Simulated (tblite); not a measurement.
Species: C₃H₆N₂Si.
Structure used (GFN2-xTB), in Å, numbered top down from 1:
```xyz
12
C3H6N2Si angstrom
N     -3.259   -1.430    0.376
C     -2.539   -0.546    0.302
C     -1.616    0.555    0.199
C     -0.320    0.086   -0.415
N      0.761    0.236    0.183
Si     2.406   -0.148   -0.157
H     -2.064    1.322   -0.441
H     -1.426    0.969    1.191
H     -0.428   -0.384   -1.402
H      3.050    1.162   -0.107
H      2.667   -0.802   -1.444
H      2.768   -1.020    0.954
```

All values are computed: GFN2-xTB (tblite) harmonic vibrations without scaling, gas phase. The method is semi-empirical: single wavenumbers can be off by several per cent or more. Modes of hydrogen on silicon can be 10 to 20 % off. One conformer, not necessarily the lowest.

Harmonic wavenumbers (cm⁻¹): 44.4, 102.3, 156.3, 164.7, 227.7, 377.3, 383.0, 502.7, 556.5, 603.5, 750.2, 758.7, 798.5, 801.0, 859.9, 943.6, 994.0, 1053.0, 1102.4, 1229.9, 1335.6, 1392.2, 1776.6, 2221.7, 2289.9, 2301.0, 2411.8, 2834.5, 2942.3, 2982.2.

A = 11830, B = 1060, C = 1011 MHz; mass 98.030 u (most abundant isotopes); point group C1, symmetry number 1.

Problem. What is the zero-point energy?

Solution. ½Σν̃ = 17449 cm⁻¹ = 208.73 kJ/mol.

Problem. What is S at 298.15 K and 1 bar for an ideal gas of classical rigid rotors and harmonic oscillators?

Solution. Translation 166.04, rotation 115.60, vibration 86.44: S = 368.1 J/(mol K).

Problem. And Cp and H(298.15 K) − H(0)?

Solution. Cp = 121.71 J/(mol K), of which vibrations give 88.45 (their classical limit is 30 R = 249.4); H(298.15 K) − H(0) = 23.43 kJ/mol without the zero-point energy, 13.52 from vibrations.

Problem. Which modes carry the vibrational entropy at 298.15 K?

Solution. 44.4 cm⁻¹: 21.14; 102.3 cm⁻¹: 14.27; 156.3 cm⁻¹: 10.85; 164.7 cm⁻¹: 10.44; 227.7 cm⁻¹: 7.94; 377.3 cm⁻¹: 4.39 J/(mol K); the other 24 give 17.41 together.

Problem. How do the functions run with temperature in this model?

Solution. 
```
T (K)  S (J/(mol K))  Cp (J/(mol K))  H − H(0) (kJ/mol)  G − H(0) (kJ/mol)  ln q(vib)
  150          300.5            79.6               8.49             -36.58       2.20
  250          347.8           108.4              17.89             -69.07       4.06
  400          407.4           146.4              37.13            -125.84       6.79
  600          474.0           182.0              70.20            -214.19      10.26
  900          554.8           216.3             130.37            -368.99      15.02
```

q(vib) and H(0) count from the zero-point level.

Hindered rotation and anharmonicity are outside this model. Other conformers, if any are populated, would add a mixing term that is left out. The structure is chiral; the term R ln 2 for an equal mix with its mirror image is left out.

Hardware: one thread, Arm Neoverse N1 (aarch64), shared host with 64 logical CPUs at a one-minute load of 60. Cost: 0.47 s of wall time. This covers the Hessian and the dipole derivatives.
